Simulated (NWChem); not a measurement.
# SiHBrClF; SMILES F[SiH](Cl)Br

This build's default masses of Se (78.918 u) and Br (79.917 u) are each other's, which moves their modes by up to 0.6 %.

Give the equilibrium geometry at PBE0/def2-SVP (NWChem) as a Z-matrix, with the point group.

point group C1; any orientation.
```
Si
F 1 1.6098
H 1 1.4747 2 108.98
Cl 1 2.0399 3 110.64 2 118.56
Br 1 2.1955 3 110.50 2 -118.91
```
